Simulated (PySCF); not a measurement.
Job for PySCF: R-MP2/6-31G* on CH5F (a complex), monomers drawn apart or pushed together.

```python
from pyscf import gto, scf, dft, mp
from pyscf.data.elements import chemcore

mol = gto.M(
    atom='''
    F    -0.30930747   -0.02402792   -0.31728572
    H    -0.24903741   -0.01129726    0.60755849
    C     0.03531830   -0.03472908    3.80507797
    H    -0.16795279    0.98164414    3.46528507
    H     0.11274274   -0.02810650    4.89073975
    H    -0.77954270   -0.70046592    3.51819316
    H     0.97822617   -0.39093301    3.38913137
    ''',
    basis='6-31g*',
    cart=True,
    charge=0, spin=0, verbose=3, max_memory=1800)
mf = scf.RHF(mol)
mf.conv_tol = 1e-8
mf.max_cycle = 100
mf.kernel()
if not mf.converged:
    mf = mf.newton().run(mf.mo_coeff, mf.mo_occ)
pt = mp.MP2(mf, frozen=chemcore(mol)).run()
```

Problem. Predict the final total energy.

Solution. -140.5156 hartree.
